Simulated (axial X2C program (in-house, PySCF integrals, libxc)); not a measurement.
**Os: configurations by level of theory**

Computed with an in-house all-electron X2C program for linear molecules (integrals from PySCF), basis dyall-cv3z (cores contracted in-house), spin-free (one-electron X2C) and two-component (2c, atomic mean-field Coulomb and Gaunt terms). Energies in eV from the lowest row of each column (rows without correlated energies are left out; n/a marks j-coupled starts, which PBE0 does not hold); electrons by l are Mulliken totals of the Hartree–Fock solution, and PBE0 can relax to another configuration under the same block occupation. Coupled cluster uses truncated natural virtuals with an MP2 remainder. Frozen shells in the correlated columns: 5 s, 4 p, 2 d, 1 f.

Spin-free determinants:

```json
{"electrons by l": "s12 p24 d26 f14", "M_S, M_L": "2, 0", "HF": "0.00", "MP2": "0.00", "CCSD(T)": "0.00", "PBE0": "0.00"}
{"electrons by l": "s12 p24 d26 f14", "M_S, M_L": "2, 1", "HF": "0.07", "MP2": "0.03", "CCSD(T)": "0.03", "PBE0": "0.05"}
{"electrons by l": "s12 p24 d26 f14", "M_S, M_L": "2, 2", "HF": "0.05", "MP2": "0.03", "CCSD(T)": "0.03", "PBE0": "0.15"}
```

Two-component determinants:

```
 electrons by l  2M_J    HF   MP2  CCSD(T)  PBE0
s12 p24 d26 f14     8  0.00  0.00     0.00  0.00
s12 p24 d26 f14     6  0.18  0.16     0.13  0.09
s12 p24 d26 f14     4  0.25  0.27     0.25  0.20
s12 p24 d26 f14     2  0.47  0.45     0.42  0.41
```

Ground level as tabulated from the NIST Atomic Spectra Database (leading term): 2S+1 = 5, L = 2, J = 4.

Single determinants need not be terms or J levels, so several rows can belong to one term; PBE0 has no current term and treats spin collinearly, and Hartree–Fock breaks spherical symmetry, which spreads rows that should be degenerate. The search is wide but not exhaustive and can miss a configuration; gaps between s and d configurations can be off by some tenths of an eV with this basis and core.

The run took 5.3 min on 1 thread of Intel(R) Xeon(R) Processor @ 2.30GHz, on a shared host.
